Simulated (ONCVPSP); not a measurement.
# Tc (Z = 43), ONCV: configuration errors across variants

- Element: Tc
- Generator: ONCVPSP 4.0.1
- Type: optimised norm-conserving Vanderbilt (ONCV)
- Functional: LDA (Perdew-Wang 92)
- Relativity: scalar-relativistic
- Frozen core: [Ar] 3d10
- Valence charge: 15
- Reference configuration: 4s2 4p6 4d5 5s1 5p1
- Partial waves: 4s+5s: rc 1.90 bohr, ncon 4, nbas 9, qcut 6.2 1/bohr, 2 projectors; 4p+5p: rc 2.30 bohr, ncon 4, nbas 8, qcut 6.7 1/bohr, 2 projectors; 4d: rc 1.90 bohr, ncon 5, nbas 10, qcut 7.9 1/bohr, local
- Local potential: the d channel
- Core correction: Teter function fitted to the true core (icmod 2), fcfact 0.4

All-electron excitation energies from the reference (eV): (1) 4s2 4p6 4d5 5s2 5p0 -3.837; (2) 4s2 4p6 4d5 5s1 5p0 4.587; (3) 4s2 4p6 4d5 5s0 5p0 19.782; (4) 4s2 4p6 4d6 5s0 5p0 2.697.

2 further variants failed, have other tests or too few solved ones, and are left out.

Errors AE − PS in meV (a dash: test not solved or not reliable):

| change | (1) | (2) | (3) | (4) | bound ghosts | GHOST(+) flags above zero |
| --- | --- | --- | --- | --- | --- | --- |
| base | -0.4 | -0.9 | -6.1 | -5.9 | none | none |
| s: nbas 8 | -0.4 | -0.9 | -6.0 | -5.8 | none | none |
| core correction none | 0.0 | -0.9 | -5.0 | -3.8 | none | none |
| d: qcut 8.4 | -0.4 | -0.9 | -6.0 | -5.7 | none | none |
| s: rc 2.4 | -0.8 | -0.9 | -7.1 | -7.0 | none | none |
| s: ncon 3, nbas 8 | -0.6 | -0.9 | -6.1 | -6.0 | none | none |

(1) Give the same row for: d: nproj 1; local potential polynomial inside 1.60 bohr (lpopt 5, dvloc0 0 Ha).

## Answers

(1) -0.4, -0.9, -6.0, -5.5; bound ghosts: none; GHOST(+) flags above zero: none.
